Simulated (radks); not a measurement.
Values are calculated unless marked as measured or tabulated.
Question: Valence configurations of Mn2+ (all share [Ar]). Code: a radial shooting solver on a logarithmic mesh with Libxc functionals. Model: non-relativistic Kohn-Sham, PBE, spin-polarised, spherical densities, point nucleus; open shells are filled with parallel spins first. Order these by energy: 3d4 4s1; 3d5; 3d1 4s2 4p2; 3d3.5 4s1.5; 3d4 4p1; 3d4.5 4s0.5; 3d3 4s1 4p1; 3d2 4s1 4p2; 3d3 4s2; 3d3 4p2.

Answer: From the lowest, in eV above it: 3d5 0.000; 3d4.5 4s0.5 3.531; 3d4 4s1 7.982; 3d4 4p1 13.975; 3d3.5 4s1.5 14.520; 3d3 4s2 21.868; 3d3 4s1 4p1 26.402; 3d3 4p2 32.911; 3d2 4s1 4p2 50.393; 3d1 4s2 4p2 76.113. NIST lists [Ar] 3d5 as the ground configuration; this level of theory agrees among the configurations tried. The energies are those of spherical high-spin densities, not of single terms.
